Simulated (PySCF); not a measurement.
**Complete the spectrum of 4-chloropyridine**

Species: 4-chloropyridine, C5H4ClN.
Geometry (PBE0-D3(BJ)/def2-SVP, Å), atoms numbered from 1 in this order:
```xyz
11
C5H4ClN angstrom
Cl    -0.439    2.781    0.143
C     -0.167    1.080    0.044
C     -1.243    0.199   -0.019
C     -0.959   -1.164   -0.097
N      0.272   -1.666   -0.114
C      1.286   -0.808   -0.053
C      1.132    0.576    0.027
H     -2.270    0.567   -0.008
H     -1.784   -1.884   -0.147
H      2.295   -1.237   -0.069
H      1.993    1.243    0.074
```

Method: TDDFT PBE0/def2-SVPD, vertical, gas phase, core orbitals frozen in the response in PySCF.

Lowest singlets, with some entries withheld (?).

```
state  ν̃ (cm⁻¹)       f  main configurations (H = HOMO, L = LUMO)
   S1      39380  0.0037                                 H→L (99%)
   S2      41300  0.0000                              H→L+1 (100%)
   S3      44330   0.014                H-2→L (56%), H-1→L+1 (43%)
   S4      48980   0.061                H-1→L (75%), H-2→L+1 (23%)
   S5      54210  0.0002                               H-3→L (98%)
   S6          ?   0.260                H-1→L+1 (55%), H-2→L (39%)
   S7          ?   0.436                H-2→L+1 (67%), H-1→L (17%)
   S8          ?  0.0003                             H-1→L+2 (95%)
   S9          ?   0.065                               H→L+2 (89%)
  S10          ?  0.0000                             H-2→L+2 (98%)
```

(1) What stands in place of each question mark?

(2) What is the mean static polarisability from the same response equations?

(3) What is the vertical ionisation energy by ΔSCF at this level?

(4) How far apart are S1 and S9, in eV and cm⁻¹?

Results:

(1) 
- S6: ν̃ = 54350 cm⁻¹
- S7: ν̃ = 55580 cm⁻¹
- S8: ν̃ = 55980 cm⁻¹
- S9: ν̃ = 57440 cm⁻¹
- S10: ν̃ = 57680 cm⁻¹

(2) 76.5 au (11.34 Å³), with principal values 46.5, 82.8 and 100.2 au.

(3) 9.73 eV; −ε(HOMO) is 7.78 eV.

(4) 7.122 − 4.883 = 2.239 eV, or about 18060 cm⁻¹.
